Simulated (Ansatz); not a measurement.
Problem. Name a neutral molecule of C, Cl, N, O, Si and H with LUMO energy (PBE/def2-TZVPP) between -0.10 and 0.20 eV and HOMO energy (B3LYP/def2-TZVPP) between -7.00 and -6.70 eV (Ansatz, PBE0-D4/def2-TZVP geometry).

Solution. `CO[Si](Cl)(Cl)N(C)C` (-0.04 eV, -6.75 eV); `CN[SiH](Cl)OC` (-0.02 eV, -6.93 eV). Other molecules can fit too; these were computed, each in one conformer that needn't be the lowest.

B3LYP here is the variant with VWN-RPA as its local correlation; programs differ in this.
